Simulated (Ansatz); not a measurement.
A search over several starts for the lowest SCF solution of (KH)4 ring (K4H4) at the given spin, in a small basis.

```yaml
crystal:
  periodic: [false, false, false]
  atoms:
    - {symbol: K, position_ang: [2.491632, -1.750063, -1.069872]}
    - {symbol: K, position_ang: [1.967006, 1.597600, 2.000354]}
    - {symbol: K, position_ang: [-2.491384, 1.751082, 1.068818]}
    - {symbol: K, position_ang: [-1.967285, -1.598672, -1.999253]}
    - {symbol: H, position_ang: [3.096083, -0.106074, 0.645987]}
    - {symbol: H, position_ang: [-0.365746, 2.334034, 2.138813]}
    - {symbol: H, position_ang: [-3.096100, 0.105951, -0.645854]}
    - {symbol: H, position_ang: [0.365784, -2.333859, -2.138992]}
basis:
  gaussian: {orbitals: def2-SVP, initial_orbitals: start.molden}
hamiltonian: {xc: pbe0, dispersion: d4}
output: {orbitals: {seedname: orbitals}}
```

The file start.molden holds the orbitals of an earlier run on this structure, at another level or in another basis.

```sh
$ ansatz run in.yaml --threads 2 --pin off --events-out ev --progress --plain --max-ram 4352MiB
```

Output, abridged:

```
Functional definition: PBE0
1116 factors; integrals over basis functions are off by at most 5.4e-4 eV
mean field evaluation 1: about -65335.7375 eV, gradient 3.2e-1 eV
mean field evaluation 2: about -65335.8032 eV, gradient 2.6e-4 eV
mean field evaluation 4: about -65335.8032 eV, gradient 8.2e-6 eV
mean field evaluation 8: about -65335.7379 eV, gradient 2.6e-1 eV
mean field -65335.80323443 eV, -2401.0464826674 hartree, gradient 8.2e-6 eV, S^2 0.000000; 1 other end points of the search recorded, 0 dependent functions left out
reference -65335.80329167 eV, -2401.0464847707 hartree; 40, 40 occupied and 76, 76 virtual orbitals, 1116 factors
Total energy: -65336.01021399 eV, -2401.0540890258 hartree
```

Hardware: 2 threads of Intel Xeon 6975P-C on a shared host. Wall time 2.5 s.

Another isomer (singlet) lies 0.65 eV lower at PBE0-D4/def2-TZVP; other spin states weren't run for this one.
